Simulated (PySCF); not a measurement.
C2H4Cl2Si2, SMILES C#C[Si]([SiH3])(Cl)Cl. The structure is a stationary point at PBE-D3(BJ)/def2-SVP. The structure was generated by enumeration, and PubChem lists no compound with its InChIKey, so it may never have been made.

Computed equilibrium geometry at PBE-D3(BJ)/def2-SVP (PySCF confirms it by a frequency run) as Cartesian coordinates in Å, and its point group:
point group Cs.
```xyz
10

C      1.9828    -2.4053     0.0000
C      1.1501    -1.5014     0.0000
Si    -0.0016    -0.0831     0.0000
Si     1.1060     1.9794     0.0000
Cl    -1.2051    -0.2100     1.6937
Cl    -1.2051    -0.2100    -1.6937
H      2.7089    -3.2088     0.0000
H      1.9637     2.0830    -1.2304
H      0.0761     3.0737     0.0000
H      1.9637     2.0830     1.2304
```
